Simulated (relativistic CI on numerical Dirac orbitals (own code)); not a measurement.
**Cr+: resonant inelastic scattering at the M2,3 edge**

Computed with this model: Dirac-Coulomb-Breit CI, KLI orbitals optimised for each configuration, model QED (radiative potential, 1s self-energy scaled to tabulated hydrogen-like ionisation energies), valence Slater integrals scaled by 0.8, Kramers-Heisenberg scattering through one core-hole configuration in a parametric crystal field; configurations [Ar] 3d5 → [Ne] 3s2 3p5 3d6; 80 K; core-hole width 0.8 eV; summed over polarisations. Incident energies are the highest absorption maxima for each field (at most a few, so the weaker spin-orbit partner edge can be absent), on the computed scale of the free ion. Intensities are in per cent of the strongest line above 0.02 eV; levels within 1 cm⁻¹ are merged; final levels count from the ground level, the first row holds all elastic scattering, lines under 0.4 are left out and each table stops after 24 rows. The scale of the Slater integrals is a model choice and moves the terms in proportion.

Field parameters in Wybourne normalisation: D3d B²₀ = −7Dσ, B⁴₀ = −14Dq − 21Dτ, B⁴₃ = −14√(10/7) Dq. The field is a parameter set, without covalency.

S is read from ⟨S²⟩ = S(S + 1).

D3d, 10Dq = 10400, Dσ = -1200, Dτ = -90 cm⁻¹:

| Final level (eV) | Degeneracy | Irrep | S | 47.5 eV |
| --- | --- | --- | --- | --- |
| 0.000 | 6 |  | 2.50 | 664535.9 |
| 1.352 | 2 | Γ4 | 1.48 | 69.2 |
| 1.356 | 2 | Γ5+Γ6 | 1.50 | 44.5 |
| 1.451 | 2 | Γ4 | 1.49 | 100.0 |
| 1.459 | 2 | Γ5+Γ6 | 1.50 | 62.0 |
| 1.460 | 2 | Γ4 | 1.36 | 46.1 |
| 1.469 | 2 | Γ4 | 1.48 | 20.9 |
| 1.510 | 2 | Γ4 | 0.82 | 12.3 |
| 1.768 | 2 | Γ4 | 0.59 | 5.2 |
| 1.786 | 2 | Γ5+Γ6 | 0.96 | 14.2 |
| 1.807 | 2 | Γ4 | 1.46 | 31.3 |
| 1.816 | 2 | Γ5+Γ6 | 1.20 | 19.4 |
| 2.152 | 2 | Γ4 | 1.50 | 24.1 |
| 2.155 | 2 | Γ4 | 1.50 | 28.7 |
| 2.157 | 2 | Γ5+Γ6 | 1.50 | 31.6 |
| 2.160 | 2 | Γ4 | 1.50 | 30.4 |
| 2.420 | 2 | Γ4 | 1.49 | 27.3 |
| 2.423 | 2 | Γ4 | 1.49 | 27.5 |
| 2.425 | 2 | Γ5+Γ6 | 1.49 | 26.0 |
| 2.428 | 2 | Γ4 | 1.49 | 26.1 |
| 2.499 | 2 | Γ4 | 1.34 | 35.3 |
| 2.506 | 2 | Γ5+Γ6 | 1.49 | 45.5 |
| 2.539 | 2 | Γ4 | 0.77 | 9.1 |
| 2.570 | 2 | Γ5+Γ6 | 0.54 | 2.2 |

D3d, 10Dq = 10400, Dσ = -860, Dτ = -90 cm⁻¹:

| Final level (eV) | Degeneracy | Irrep | S | 47.5 eV |
| --- | --- | --- | --- | --- |
| 0.000 | 6 |  | 2.50 | 637759.6 |
| 1.393 | 2 | Γ4 | 1.48 | 69.6 |
| 1.396 | 2 | Γ5+Γ6 | 1.50 | 44.0 |
| 1.481 | 2 | Γ4 | 1.49 | 100.0 |
| 1.488 | 2 | Γ5+Γ6 | 1.50 | 61.0 |
| 1.491 | 2 | Γ4 | 1.45 | 50.2 |
| 1.497 | 2 | Γ4 | 1.48 | 18.5 |
| 1.562 | 2 | Γ4 | 0.65 | 4.9 |
| 1.773 | 2 | Γ4 | 0.53 | 2.7 |
| 1.796 | 2 | Γ5+Γ6 | 0.55 | 3.0 |
| 1.877 | 2 | Γ4 | 1.49 | 29.3 |
| 1.878 | 2 | Γ5+Γ6 | 1.48 | 27.0 |
| 2.119 | 2 | Γ4 | 1.50 | 25.4 |
| 2.121 | 2 | Γ4 | 1.50 | 28.3 |
| 2.124 | 2 | Γ5+Γ6 | 1.50 | 28.8 |
| 2.126 | 2 | Γ4 | 1.50 | 24.7 |
| 2.459 | 2 | Γ4 | 1.49 | 26.5 |
| 2.461 | 2 | Γ4 | 1.49 | 26.0 |
| 2.463 | 2 | Γ5+Γ6 | 1.49 | 24.6 |
| 2.465 | 2 | Γ4 | 1.50 | 25.9 |
| 2.504 | 2 | Γ4 | 1.46 | 43.0 |
| 2.506 | 2 | Γ5+Γ6 | 1.49 | 46.0 |
| 2.576 | 2 | Γ4 | 0.59 | 2.9 |
| 2.618 | 2 | Γ4 | 0.52 | 3.5 |

For the first field the strongest loss at the lowest incident energy is the level at 1.45 eV (S = 1.49, against 2.50 in the thermal ground state). Levels of other spin, the first over 8 % at 1.35 eV, appear because spin-orbit coupling of the core hole, and in heavier ions of the valence shell too, mixes spins.
